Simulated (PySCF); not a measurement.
## Polarisability and C₆ of Ni⁺ (nickel, charge +1)

[Ar] 3d9, 2D determinant. Computed with PySCF 2.14 in x2c-QZVPPall with one added diffuse shell each of s, p, d, f, g type (12s8p7d5f3g, 133 functions), with scalar relativity by spin-free X2C-1e. Coupled (time-dependent) response in atomic units; α is the mean over directions.

| method | mean α (bohr³) | α xx, yy, zz | C₆ (like pair) | S(−4) |
| --- | --- | --- | --- | --- |
| UHF | 6.111 | 5.797, 5.797, 6.738 | 20.17 | 27.40 |
| PBE | 9.960 | 9.278, 9.277, 11.33 | 35.05 | 99.78 |

S(−4) is the Cauchy moment in α(ω) = α(0) + S(−4) ω² + …

α(iu) at UHF:

```tsv
u (hartree)	α(iu) (bohr³)
0	6.111
0.0500	6.043
0.100	5.857
0.200	5.272
0.300	4.633
0.500	3.608
0.750	2.779
1.00	2.236
1.50	1.567
2.00	1.176
3.00	0.7428
5.00	0.3779
```

A single London oscillator, α(iu) = α/(1 + u²/ω²), gives C₆ = (3/4) ω α². Matching the computed C₆ needs ω = 4 × 20.17 / (3 × 6.111²) = 0.720 hartree.

For an ion, C₆ is the dispersion term alone; charge-induced terms of lower order in 1/R come first.

The components differ because the open shell of this determinant is not spherical; for a pure term their mean is the scalar polarisability.
